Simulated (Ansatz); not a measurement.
One change: `N[SiH](F)BCl` becomes `N[SiH](F)[SiH2]F`.

Ansatz, PBE0-D4/def2-TZVP geometries, multiplicity 1. Each molecule was computed in one conformer, which needn't be the lowest.

```tsv
property	`N[SiH](F)BCl`
HOMO–LUMO gap (ωB97M-V/def2-TZVPP) / eV	9.81
size of the dipole moment (PBE/def2-TZVPP) / D	1.81
HOMO energy (ωB97M-V/def2-TZVPP) / eV	-10.07
HOMO–LUMO gap (PBE0/def2-TZVPP) / eV	5.59
LUMO energy (ωB97M-V/def2-TZVPP) / eV	-0.26
size of the dipole moment (ωB97M-V/def2-TZVPP) / D	1.73
```

(1) What does the change do to each property? (Best estimate.)

## Answers

(1) Computed: 
```
                                          property  `N[SiH](F)[SiH2]F`  shift
           HOMO–LUMO gap (ωB97M-V/def2-TZVPP) / eV               11.15   1.34
    size of the dipole moment (PBE/def2-TZVPP) / D                1.64  -0.17
             HOMO energy (ωB97M-V/def2-TZVPP) / eV              -10.26  -0.19
              HOMO–LUMO gap (PBE0/def2-TZVPP) / eV                7.27   1.68
             LUMO energy (ωB97M-V/def2-TZVPP) / eV                0.89   1.15
size of the dipole moment (ωB97M-V/def2-TZVPP) / D                1.62  -0.11
```

With PBE0 the HOMO falls by 0.24 eV and the LUMO rises by 1.43 eV, so the gap widens by about 1.67 eV. PBE moves the HOMO by -0.21 eV and ωB97M-V by -0.19 eV. Dipoles are sizes alone; their direction can turn.
